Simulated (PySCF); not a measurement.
# [Hf(OH)2]2+ at several levels of theory

Computed with PySCF 2.14.0 (density fitting, no spin-orbit coupling) at the geometry relaxed with PBE0:

```xyz
5
[Hf(OH)2]2+ (singlet)
Hf    0.0000    0.0000   -0.6396
O     1.4538   -0.0334    0.4403
H     2.0839   -0.0504    1.1931
O    -1.4538    0.0334    0.4403
H    -2.0839    0.0504    1.1931
```

```csv
level,basis,state,HOMO (eV),gap (eV),charge on Hf1 (e),dipole about the centre of mass (D),largest force component (eV/Å)
PBE0,"Hf def2-SVP with ECP60, O def2-SVP, H def2-SVP",singlet,-21.47,6.47,1.83,0.14,0.02
B3LYP,the same,singlet,-21.17,5.73,1.80,0.05,0.56
PBE0,"Hf def2-TZVP with ECP60, O def2-TZVP, H def2-TZVP",singlet,-21.43,6.49,2.10,0.26,0.66
```

Charges are Mulliken's, which hang on the basis. The relaxation used the grid (50, 194), these runs (75, 302) or, all-electron (x2c bases, spin-free X2C Hamiltonian), (99, 590).

(1) What does TPSSh with Hf def2-SVP with ECP60, O def2-SVP, H def2-SVP give here?

Answers

(1) state singlet, HOMO (eV) -20.54, gap (eV) 5.25, charge on Hf1 (e) 1.82, dipole about the centre of mass (D) 0.02, largest force component (eV/Å) 0.59. Time: 2.7 s on 2 threads of Arm Neoverse V1, on a shared host, from an already converged density.
